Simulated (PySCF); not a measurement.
## Radial density of Cd²⁺ (cadmium, charge +2)

r2SCAN, [Kr] 4d10, closed-shell 1S. All numbers are calculated (PySCF 2.14, the spin-free X2C one-electron Hamiltonian (Gaussian nucleus), in x2c-QZVPPall with one added diffuse shell each of s, p, d, f, g type (14s9p8d5f3g, 143 functions)).

```
r (bohr)  4πr²ρ (e/bohr)
  0.0224           61.78
  0.0377           53.20
  0.0634           64.30
   0.107           76.19
   0.179           52.70
   0.302           62.43
   0.507           22.65
   0.854           20.59
    1.44           8.493
    2.41          0.8729
    4.06         0.01651
```

Densities and radii are taken from the X2C orbitals without a picture-change correction, which distorts them close to the nucleus.
